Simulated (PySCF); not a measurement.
PbMe4, C4H12Pb.
Geometry (PBE0-D3(BJ)/def2-SVP, Å), atoms numbered from 1 in this order:
```xyz
17
C4H12Pb angstrom
Pb    -0.0057    0.0016    0.0024
C      0.0020   -0.0255    2.2449
H     -1.0265    0.0697    2.6190
H      0.6054    0.8128    2.6191
H      0.4331   -0.9722    2.5983
C      2.1089    0.0093   -0.7410
H      2.1146   -0.0964   -1.8346
H      2.6587   -0.8289   -0.2913
H      2.5947    0.9547   -0.4631
C     -1.0625    1.8412   -0.7241
H     -0.9437    1.9267   -1.8129
H     -0.6307    2.7267   -0.2382
H     -2.1309    1.7734   -0.4779
C     -1.0571   -1.8243   -0.7664
H     -2.0486   -1.8999   -0.2992
H     -0.4682   -2.7178   -0.5181
H     -1.1721   -1.7519   -1.8565
```

Method used: PBE0-D3(BJ)/def2-SVP geometry optimisation, gas phase, def2 core potentials past Kr in PySCF 2.14.0.

Question: Which atoms are bound to Pb1, and at what distances?

Answer: 4 atoms: C6 2.242 Å, C10 2.242 Å, C2 2.243 Å, C14 2.243 Å. The nearest atom not counted as bound is H12, at 2.81 Å (others tie with it).

Question: List the angles at Pb1.

Answer: 
| angle | degrees | distance of the outer atoms (Å) |
| --- | --- | --- |
| C10–Pb1–C14 | 109.6 | 3.67 |
| C2–Pb1–C10 | 109.6 | 3.67 |
| C2–Pb1–C14 | 109.5 | 3.66 |
| C6–Pb1–C10 | 109.5 | 3.66 |
| C6–Pb1–C14 | 109.3 | 3.66 |
| C2–Pb1–C6 | 109.2 | 3.65 |

Question: What is the shape at Pb1?

Answer: Tetrahedral: angles from 109.2° to 109.6°; τ4 = (360° − α − β)/141° = 1.00 with α and β the two widest (0 for a square, 1 for a tetrahedron).

Question: What are the other bond lengths?

Answer: C2–H3 and 11 like bonds 1.099 Å.

Question: What are the rotational constants (commonest isotopes, rigid rotor)?

Answer: A = 2255, B = 2253, C = 2247 MHz: a spherical top.

Point group: T (tolerance 0.08 Å). Charge 0, singlet. Stationary, but not proved a minimum.
